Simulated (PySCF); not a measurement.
**How methods differ on the excitation energy of La(2+)**

La(2+) [Xe] 5d1 (2D) → La(2+) [Xe] 4f1 (2F), as a difference of total energies. All numbers are calculated (PySCF 2.14, a scalar-relativistic core potential, in def2-TZVPPD with the def2 core potential (46 electrons) (6s5p3d2f1g, 59 functions)). Correlated levels: valence: nothing frozen outside the core potential. The calculations carry no spin-orbit coupling.

```tsv
method	excitation energy (eV)
UHF	11.284
MP2 (valence)	11.090
SCS-MP2 (valence)	11.125
CCSD (valence)	11.099
CCSD(T) (valence)	11.054
```

**Question.** How much does correlation contribute at CCSD(T) (valence)?

**Answer.** 11.054 − (11.284) = -0.230 eV, measured against UHF.
